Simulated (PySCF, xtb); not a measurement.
C2H7BO3, SMILES C(CB(O)O)O. The values are those of a single conformer.

Harmonic wavenumbers (cm⁻¹) from xtb 6.7.1 with GFN2-xTB at its own minimum, in rising order: 19, 92, 141, 319, 348, 373, 438, 479, 548, 639, 771, 784, 945, 952, 963, 1029, 1085, 1101, 1209, 1255, 1274, 1312, 1324, 1353, 1479, 1484, 2904, 2934, 2972, 2999, 3543, 3604, 3659.

Question: What does PySCF 2.14.0 with PBE-D3(BJ)/def2-SVP give at its own minimum? (Estimate from the structure and the level; the computed values follow.)

Answer: 26, 104, 149, 300, 347, 370, 473, 503, 538, 620, 741, 797, 928, 970, 998, 1012, 1060, 1101, 1168, 1252, 1323, 1363, 1366, 1385, 1421, 1439, 2921, 2937, 2997, 3015, 3695, 3716, 3763. Paired by order, the mean absolute difference is 32 cm⁻¹ and the zero-point energies are 63.4 and 64.0 kcal/mol.
